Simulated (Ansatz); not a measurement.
```yaml
crystal:
  periodic: [false, false, false]
  atoms:
    - {symbol: C, position_ang: [0.788969, -1.097359, -2.594681]}
    - {symbol: C, position_ang: [0.031890, 0.044188, -1.923850]}
    - {symbol: Si, position_ang: [-0.530826, -0.309525, -0.175232]}
    - {symbol: Cl, position_ang: [-1.870911, -1.902539, -0.256747]}
    - {symbol: C, position_ang: [-1.443151, 1.159030, 0.539182]}
    - {symbol: C, position_ang: [-1.946761, 0.966428, 1.965927]}
    - {symbol: C, position_ang: [0.885209, -0.855378, 0.919395]}
    - {symbol: C, position_ang: [1.968430, 0.208680, 1.082482]}
    - {symbol: H, position_ang: [1.070526, -0.844875, -3.619931]}
    - {symbol: H, position_ang: [1.707740, -1.341015, -2.054818]}
    - {symbol: H, position_ang: [0.181899, -2.004881, -2.631750]}
    - {symbol: H, position_ang: [-0.854974, 0.310867, -2.509254]}
    - {symbol: H, position_ang: [0.651854, 0.949011, -1.892398]}
    - {symbol: H, position_ang: [-2.277277, 1.389161, -0.132860]}
    - {symbol: H, position_ang: [-0.768589, 2.022749, 0.484116]}
    - {symbol: H, position_ang: [-2.491802, 1.844325, 2.321442]}
    - {symbol: H, position_ang: [-2.619800, 0.108586, 2.033934]}
    - {symbol: H, position_ang: [-1.122339, 0.790554, 2.661884]}
    - {symbol: H, position_ang: [1.307598, -1.773528, 0.498059]}
    - {symbol: H, position_ang: [0.473736, -1.138695, 1.893748]}
    - {symbol: H, position_ang: [1.570915, 1.124190, 1.529174]}
    - {symbol: H, position_ang: [2.779737, -0.139807, 1.726363]}
    - {symbol: H, position_ang: [2.412528, 0.482933, 0.121614]}
basis:
  gaussian: {orbitals: aug-pcseg-2}
total_charge: -1
magnetization: {spin_polarized: true, initial_magnetization: 1}
hamiltonian: {xc: {name: HF}}
correlation: {method: mp2, frozen_orbitals: {C: 0}}
scf: {lower_state_search: off}
```

```sh
$ ansatz run in.yaml --threads 4 --pin off --events-out ev --progress --plain --max-ram 66560MiB --backend cuda --devices 0, --max-vram 37GiB
```

(1) How does Ansatz answer? (An estimate is asked.)

## Answers

(1) The calculation gave: The input was rejected before any iteration.
```
Functional definition: HF
Error: "frozen_orbitals" has no count for Si
```
